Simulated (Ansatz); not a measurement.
A run for Ansatz (an electronic-structure program): R-B2PLYP/def2-TZVPPD on H2O (SMILES O). The basis file is the Basis Set Exchange's JSON of that set.

Ansatz 0.2 input:
```yaml
crystal:
  periodic: [false, false, false]
  atoms:
    - {symbol: O, position_ang: [-0.00000000, 0.00000000, 0.38961139]}
    - {symbol: H, position_ang: [0.00000000, 0.76498632, -0.19485569]}
    - {symbol: H, position_ang: [0.00000000, -0.76498632, -0.19485569]}
basis:
  gaussian:
    orbitals: def2-TZVPPD.json
hamiltonian:
  xc: {name: B2PLYP}
magnetization: {spin_polarized: false}
correlation: {electrons: outside_noble_gas}
scf: {lower_state_search: off}
```

Program output:

```
WARN ansatz: RAYON_NUM_THREADS=4 ignored (pool sized by the plan → 4); use --threads N
Functional definition: B2PLYP
these checks for a lower state are left out or cut short: stability, starts, cluster_reference, orbital_swaps, neighbouring_geometries, increment
integrals: 0.02 GiB planned
427 factors; integrals over basis functions are off by at most 1.1e-3 eV
mean field: 0.14 GiB planned
mean field evaluation 1: about -2074.0548 eV, gradient 4.4e1 eV
mean field evaluation 2: about -2074.0556 eV, gradient 4.4e1 eV
mean field evaluation 4: about -2077.0885 eV, gradient 1.2e0 eV
mean field evaluation 8: about -2077.0923 eV, gradient 6.5e-3 eV
mean field -2077.09225846 eV, -76.3317325947 hartree, gradient 5.8e-6 eV, S^2 0.000000; 0 other end points of the search recorded, 0 dependent functions left out
1 core orbitals not correlated
reference -2077.09237466 eV, -76.3317368649 hartree; 4, 4 occupied and 69, 69 virtual orbitals, 427 factors
second order -8.53554263 eV of doubles, -0.00000000 eV of singles
Total energy: -2079.39697117 eV, -76.4164292244 hartree
Checks for a lower state left out: stability, starts, cluster_reference, orbital_swaps, neighbouring_geometries, increment
```

The run converged.

Cost: around 0.4 core-seconds (rough).
